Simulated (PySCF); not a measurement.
## Correlation energy of Ga⁺ (gallium, charge +1)

[Ar] 3d9 4s2 4p1, one real determinant (an excited configuration). All numbers are calculated (PySCF 2.14, the spin-free X2C one-electron Hamiltonian (Gaussian nucleus), in ANO-RCC-VTZP (6s5p3d1f, 43 functions)). Frozen: [Ne]; 20 electrons correlated.

```json
{"level": "CCSD", "correlation energy (mhartree)": "-521.88"}
{"level": "(T)", "correlation energy (mhartree)": "-10.55"}
{"level": "CCSD(T)", "correlation energy (mhartree)": "-532.43"}
```

Diagnostics: T1 = 0.0089, D1 = 0.0346, largest double amplitude 0.119.

The real determinant used has ⟨L²⟩ near 8 against 12 for a pure F term, so it mixes terms.

Cost of the coupled-cluster step: about 11 core-seconds, for 20 correlated electrons.

The basis was made for the ground configuration and has no added diffuse functions, which can raise the energy of the promoted electron.

The reference is one real determinant that mixes LS terms of this configuration.
